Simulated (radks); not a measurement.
The numbers below are computed, except where a source is named.
Excited configurations of Zr9+: one electron is placed in a higher orbital outside [Ar] 3d10 4s2. The ground configuration is [Ar] 3d10 4s2 4p1. Code: a radial shooting solver on a logarithmic mesh with Libxc functionals. Model: scalar-relativistic Kohn-Sham, r2SCAN, spin-unpolarised, spherical densities, finite nucleus; meta-GGA in the generalised Kohn-Sham scheme; Fermi nuclear charge, rms radius 4.2694 fm. Excitation = E - E(ground); binding = E(ion) - E, where the ion is the core of charge +10; n* = 10/sqrt(2 binding) in atomic units. These energies are relativistic, and a one-electron ion of charge +10 with no core already has n* below n in this formula (scalar-relativistic equation, point nucleus: 4d 3.999, 5s 4.998, 5p 4.999, 7p 6.999, 7f 7.000). The quantum defect is therefore taken as that value minus n*, so that it holds no relativistic shift of the bare ion.

| outer orbital | excitation (eV) | binding (eV) | n* | quantum defect | eigenvalue (eV) | <r> (bohr) |
|---|---|---|---|---|---|---|
| 4d | 41.091 | 128.92 | 3.249 | 0.751 | -121.00 | 1.320 |
| 5s | 70.008 | 100.00 | 3.688 | 1.309 | -96.056 | 2.064 |
| 5p | 80.401 | 89.611 | 3.897 | 1.102 | -85.758 | 2.210 |
| 7p | 131.31 | 38.705 | 5.929 | 1.070 | -37.235 | 5.171 |

Estimate the row for 7f.

Answer. excitation (eV) 140.83; binding (eV) 29.184; n* 6.828; quantum defect 0.172; eigenvalue (eV) -27.891; <r> (bohr) 6.364. The Delta-SCF ionisation energy is 170.01 eV (NIST Atomic Spectra Database: 172.02 eV, semi-empirical). Self-interaction in the functional shifts the binding energies and quantum defects, so they are the method's values and not measured ones. Spin polarisation and multiplet splitting are left out, so open shells lie too high by an amount that depends on their filling.

Beside tabulated values, note that spin-unpolarised runs miss the spin-polarisation part of the exchange energy of open shells.
